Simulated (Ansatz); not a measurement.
Reaction (formal exchange of groups at a B–N bond): `C[SiH2]BN` + `CC=C=O` → `B[SiH2]C` + `CC(N)=C=O`

Program: Ansatz. Geometries: PBE0-D4/def2-TZVP. ΔE: electronic, gas phase. CCSD(T)/CBS is the MP2 limit (def2-TZVPP, def2-QZVPP) plus CCSD(T) − MP2 in def2-TZVPP, frozen cores. DFT in def2-TZVPP. B3LYP here is the variant with VWN-RPA as its local correlation; programs differ in this. One conformer a species, not always the lowest.

```csv
level,ΔE (kcal/mol)
BLYP-D4,56.0
r2SCAN-D4,57.1
PBE0-D4,56.5
B3LYP-D4,56.5
r2SCAN0-D4,57.3
ωB97X-V,55.5
PBE0,56.6
LC-ωPBE,56.8
```

**Question.** What does CCSD(T)/CBS give? (An estimate is asked.)

**Answer.** Computed: +56.5 kcal/mol. The listed levels differ from it by -0.5, 0.6, 0.0, 0.0, 0.8, -1.0, 0.1, 0.3 kcal/mol.

Largest T1 diagnostic among the species: 0.015.

In def2-TZVPP, CCSD(T) changes the Hartree–Fock value by +1.9 kcal/mol (the triples alone add +0.3 kcal/mol) and MP2 by +3.3 kcal/mol. At CCSD(T), def2-SVP lies +1.0 kcal/mol from the extrapolated value and def2-TZVPP −0.0 kcal/mol.
